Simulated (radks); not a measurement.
All-electron atom: Ba1.75+ in [Xe] 6s(up 0.25, down 0) (fractional occupations, a model configuration). All-electron calculation, scalar-relativistic Kohn-Sham, r2SCAN, spin-polarised, spherical densities, finite nucleus; meta-GGA in the generalised Kohn-Sham scheme; Fermi nuclear charge, rms radius 4.8378 fm. Program: a radial shooting solver on a logarithmic mesh with Libxc functionals. Some entries of the table are withheld. Estimate them.

| orbital | occ. | eigenvalue (hartree) | <r^2> (bohr^2) |
|---|---|---|---|
| 1s up | 1 | -1371.893 | 0.0008888 |
| 1s down | 1 | -1371.893 | 0.0008888 |
| 2s up | 1 | -217.8528 | 0.01420 |
| 2s down | 1 | -217.8528 | 0.01420 |
| 2p up | 3 | -195.2760 | 0.01130 |
| 2p down | 3 | -195.2759 | 0.01130 |
| 3s up | 1 | -46.55890 | 0.09703 |
| 3s down | 1 | -46.55881 | 0.09703 |
| 3p up | 3 | -39.27721 | 0.09721 |
| 3p down | 3 | -39.27712 | 0.09721 |
| 3d up | 5 | -28.71355 | 0.08387 |
| 3d down | 5 | -28.71346 | 0.08387 |
| 4s up | 1 | -9.55261 | 0.5128 |
| 4s down | 1 | -9.55236 | 0.5128 |
| 4p up | 3 | -7.19023 | (1) |
| 4p down | 3 | -7.18997 | (2) |
| 4d up | 5 | -3.74856 | (3) |
| 4d down | 5 | -3.74821 | (4) |
| 5s up | 1 | -1.66044 | (5) |
| 5s down | 1 | -1.65967 | (6) |
| 5p up | 3 | -1.09309 | 4.080 |
| 5p down | 3 | -1.09179 | 4.057 |
| 6s up | 0.25 | -0.39529 | 19.51 |

Answer. 
(1) 4p up <r^2> (bohr^2): 0.5822
(2) 4p down <r^2> (bohr^2): 0.5821
(3) 4d up <r^2> (bohr^2): 0.7447
(4) 4d down <r^2> (bohr^2): 0.7446
(5) 5s up <r^2> (bohr^2): 3.032
(6) 5s down <r^2> (bohr^2): 3.035
